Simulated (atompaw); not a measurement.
Cutoff test, Ti, PAW (atompaw)

titanium (Ti), PAW, made with atompaw 4.2.0.5 (PBEsol, scalar-relativistic). Core [Ne], reference 3s2 3p6 3d2 4s2 4p0. Waves: 3s (bound): rc 1.65 bohr; 4s (bound): rc 2.80 bohr; 3p (bound): rc 1.75 bohr; 4p (bound, empty): rc 2.80 bohr; 3d (bound): rc 2.80 bohr; 3d channel at 0.85 Ry: rc 2.80 bohr. Local part: bessel scheme, radius 2.70 bohr. Core correction: smooth core density matched at 2.60 bohr. Augmentation charge: besselshape compensation charge, radius 2.50 bohr; PAW radius 2.80 bohr; waves and projectors: modrrkj vanderbiltortho.

The pseudo-atom Hamiltonian at the reference potential is diagonalised in spherical Bessel functions j_l(qr) that vanish at 20 bohr, with q² up to the cutoff. All-electron valence levels (Ry): 3s -4.5901, 4s -0.3291, 3p -2.8499, 4p -0.1065, 3d -0.3142.

Problem. How do the lowest levels (Ry) of each channel move with the cutoff, and are there ghosts?

Solution.

| cutoff (Ry) | s #1 | s #2 | p #1 | p #2 | p #3 | d #1 | d #2 | f #1 | Σ f·Δε (mRy) |
| --- | --- | --- | --- | --- | --- | --- | --- | --- | --- |
| 8 | -4.4191 | -0.3265 | -2.2383 | -0.0909 | 0.0476 | -0.3054 | 0.0523 | 0.1050 | 4034.5 |
| 10 | -4.5268 | -0.3287 | -2.5160 | -0.1014 | 0.0452 | -0.3130 | 0.0520 | 0.1050 | 2133.3 |
| 12 | -4.5714 | -0.3289 | -2.6895 | -0.1054 | 0.0444 | -0.3138 | 0.0519 | 0.1050 | 1000.9 |
| 18 | -4.5888 | -0.3291 | -2.8390 | -0.1064 | 0.0442 | -0.3141 | 0.0519 | 0.1050 | 68.4 |
| 21 | -4.5888 | -0.3291 | -2.8471 | -0.1064 | 0.0442 | -0.3142 | 0.0519 | 0.1050 | 19.4 |
| 25 | -4.5891 | -0.3291 | -2.8485 | -0.1065 | 0.0442 | -0.3142 | 0.0519 | 0.1050 | 10.5 |
| 30 | -4.5897 | -0.3291 | -2.8488 | -0.1065 | 0.0442 | -0.3142 | 0.0519 | 0.1050 | 7.6 |
| 35 | -4.5899 | -0.3291 | -2.8494 | -0.1065 | 0.0442 | -0.3142 | 0.0519 | 0.1050 | 3.1 |
| 45 | -4.5900 | -0.3291 | -2.8498 | -0.1065 | 0.0442 | -0.3142 | 0.0519 | 0.1050 | 0.8 |
| 50 | -4.5900 | -0.3291 | -2.8498 | -0.1065 | 0.0442 | -0.3142 | 0.0519 | 0.1050 | 0.8 |
| 55 | -4.5900 | -0.3291 | -2.8498 | -0.1065 | 0.0442 | -0.3142 | 0.0519 | 0.1050 | 0.6 |
| 400 | -4.5900 | -0.3291 | -2.8499 | -0.1065 | 0.0442 | -0.3142 | 0.0519 | 0.1050 | 0.0 |

Result: no extra level below or beside the all-electron valence levels (s, p, d, f tested); 10 mRy is reached at 30 Ry and 1 mRy at 45 Ry.
